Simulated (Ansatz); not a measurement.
Two isomers of CH4OSeSi: A = `O=C([SiH3])[SeH]`, B = `C1O[SiH2][Se]1`.

Computed with Ansatz on PBE0-D4/def2-TZVP structures; ΔE is electronic, products minus reactants. CCSD(T)/CBS is the MP2 limit (def2-TZVPP, def2-QZVPP) plus CCSD(T) − MP2 in def2-TZVPP, frozen cores. DFT in def2-TZVPP. B3LYP here is the variant with VWN-RPA as its local correlation; programs differ in this. For Se outer-core shells are correlated without core-valence functions, which leaves a few kJ/mol of doubt a bond. Scalar relativity is left out up to krypton. One conformer a species, not always the lowest.

(1) Which isomer does CCSD(T)/CBS put lower? Give the gap. (Best estimate.)

(2) Give E(B) − E(A) in kJ/mol with PBE-D4, PBE0-D4, HF/def2-TZVPP, r2SCAN-D4, B3LYP, B2PLYP, CCSD(T)/def2-TZVPP. (An estimate is asked.)

Largest T1 diagnostic: 0.015.

Answers

(1) Computed: B, by 155.2 kJ/mol.

(2) Computed: PBE-D4 -122.8, PBE0-D4 -150.2, HF/def2-TZVPP -156.6, r2SCAN-D4 -136.1, B3LYP -127.1, B2PLYP -138.3, CCSD(T)/def2-TZVPP -148.0. None reverses the order clearly.

From PBE to PBE0 (25 % exact exchange), in def2-TZVPP and without D4, E(B) − E(A) moves by −27.6 kJ/mol.
